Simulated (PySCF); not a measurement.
**Electron correlation in Tl (thallium, neutral)**

[Xe] 4f14 5d10 6s2 6d1, 2D determinant (an excited configuration). Computed with PySCF 2.14 in x2c-TZVPPall with one added diffuse shell each of s, p, d, f type (12s8p7d4f, 99 functions), with the spin-free X2C one-electron Hamiltonian (Gaussian nucleus). Frozen: [Kr] 4d10 4f14; 21 electrons correlated.

```
  level  correlation energy (mhartree)
   CCSD                        -454.36
    (T)                         -10.93
CCSD(T)                        -465.29
```

Diagnostics: T1 = 0.013, D1 = 0.0573, largest double amplitude 0.055.

Q: Is a single reference adequate?

A: Yes, within this model without spin-orbit coupling: T1 lies below 0.03 and no double amplitude reaches 0.07.

This basis was not built for core-valence correlation, so the inner-shell part is incomplete.
